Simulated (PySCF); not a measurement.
HI3OSi, SMILES I[Si](O)(I)I. Atoms are numbered in the order given.

```xyz
6

O      0.1377    -2.2706     0.0000
Si     0.0278    -0.6094     0.0000
I     -1.1755     0.1827    -2.0039
I      2.3364     0.1900     0.0000
I     -1.1755     0.1827     2.0039
H     -0.7211    -2.7357     0.0000
```
Charge 0, spin multiplicity 1.

Geometry: PBE-D3(BJ)/def2-SVP. The def2 effective core potentials stand for the cores of I; spin–orbit coupling is left out. The values are those of a single conformer.

All values below come from PySCF with PBE/def2-TZVP.

Symmetry labels are those of the subgroup Cs that the program uses (full group Cs).

**Question.** List the valence orbital energies around the gap with their symmetry. (The exact figures need the calculation; the answer reports its results.)

**Answer.** 
```
orbital  symmetry  energy (eV)
-------  --------  -----------
HOMO−7         A'        -8.72
HOMO−6         A"        -8.10
HOMO−5         A'        -7.36
HOMO−4         A'        -7.19
HOMO−3         A"        -7.18
HOMO−2         A'        -6.75
HOMO−1         A"        -6.69
HOMO           A"        -6.50
LUMO           A'        -2.99
LUMO+1         A'        -1.21
LUMO+2         A'        -1.05
LUMO+3         A"        -1.01
```
